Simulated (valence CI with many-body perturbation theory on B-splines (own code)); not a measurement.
# Which ion has this spectrum?

A relativistic CI+MBPT calculation for an atom or ion with 21 electrons gives these levels (cm⁻¹):

```tsv
J	Parity	E	g
3/2	even	0	0.67
5/2	even	221952	1.05
3/2	even	267759	1.21
7/2	even	284317	1.06
9/2	even	291239	1.06
1/2	even	300591	1.86
5/2	even	434921	1.33
7/2	even	505918	1.09
9/2	even	531791	1.13
3/2	even	565698	1.13
1/2	even	584080	1.46
11/2	even	597379	1.08
5/2	even	607221	1.21
5/2	even	646440	1.11
```

The energies are calculated, and their last digits are not significant.

**Question.** Which is it?
A. Eu42+
B. Pm40+
C. Sm41+
D. Dy45+

**Answer.** A. Eu42+, ground level (3d3/2^3) J=3/2.
